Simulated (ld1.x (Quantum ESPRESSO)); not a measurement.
# u(r) = r·R(r): atom against pseudo-atom (Mn (Z = 25))

Columns: radius, all-electron u(r) and pseudo u(r) of the 4p shell (level -1.35 eV) of manganese in the configuration [Ar] 3d5 4s2 4p0; PBEsol, scalar-relativistic, TM scheme, ld1.x (Quantum ESPRESSO) 7.5.

```json
{"r (bohr)": "0.138", "all-electron": "0.1047", "pseudo": "0.0018"}
{"r (bohr)": "0.275", "all-electron": "0.0287", "pseudo": "0.0071"}
{"r (bohr)": "0.413", "all-electron": "-0.0939", "pseudo": "0.0161"}
{"r (bohr)": "0.550", "all-electron": "-0.1656", "pseudo": "0.0286"}
{"r (bohr)": "0.688", "all-electron": "-0.1782", "pseudo": "0.0447"}
{"r (bohr)": "0.825", "all-electron": "-0.1484", "pseudo": "0.0643"}
{"r (bohr)": "0.963", "all-electron": "-0.0941", "pseudo": "0.0875"}
{"r (bohr)": "1.100", "all-electron": "-0.0295", "pseudo": "0.1139"}
{"r (bohr)": "1.238", "all-electron": "0.0383", "pseudo": "0.1437"}
{"r (bohr)": "1.375", "all-electron": "0.1035", "pseudo": "0.1760"}
{"r (bohr)": "1.513", "all-electron": "0.1646", "pseudo": "0.2107"}
{"r (bohr)": "1.650", "all-electron": "0.2197", "pseudo": "0.2466"}
{"r (bohr)": "1.788", "all-electron": "0.2692", "pseudo": "0.2832"}
{"r (bohr)": "1.925", "all-electron": "0.3125", "pseudo": "0.3187"}
{"r (bohr)": "2.062", "all-electron": "0.3501", "pseudo": "0.3523"}
{"r (bohr)": "2.200", "all-electron": "0.3826", "pseudo": "0.3832"}
{"r (bohr)": "2.338", "all-electron": "0.4102", "pseudo": "0.4103"}
{"r (bohr)": "2.475", "all-electron": "0.4330", "pseudo": "0.4330"}
{"r (bohr)": "2.613", "all-electron": "0.4517", "pseudo": "0.4517"}
{"r (bohr)": "2.750", "all-electron": "0.4665", "pseudo": "0.4665"}
{"r (bohr)": "2.888", "all-electron": "0.4778", "pseudo": "0.4778"}
{"r (bohr)": "3.025", "all-electron": "0.4859", "pseudo": "0.4859"}
{"r (bohr)": "3.162", "all-electron": "0.4911", "pseudo": "0.4911"}
{"r (bohr)": "3.300", "all-electron": "0.4938", "pseudo": "0.4938"}
{"r (bohr)": "3.438", "all-electron": "0.4941", "pseudo": "0.4941"}
{"r (bohr)": "3.575", "all-electron": "0.4924", "pseudo": "0.4924"}
```

**Question.** How many radial nodes do the two functions have?

**Answer.** The all-electron 4p function has n − l − 1 = 2; the pseudo-wave has 0, since the states of the same l below it are removed with the core.

**Question.** At about which radius was the pseudo-wave matched?

**Answer.** 2.60 bohr. The columns agree to 0.0005 from 2.34 bohr on; several derivatives are matched, so the curves merge somewhat inside the radius.

**Question.** Is the pseudo-wave norm-conserving?

**Answer.** Yes: the TM scheme keeps the norm inside the radius equal to the all-electron one, which fixes the energy derivative of the logarithmic derivative at the level.
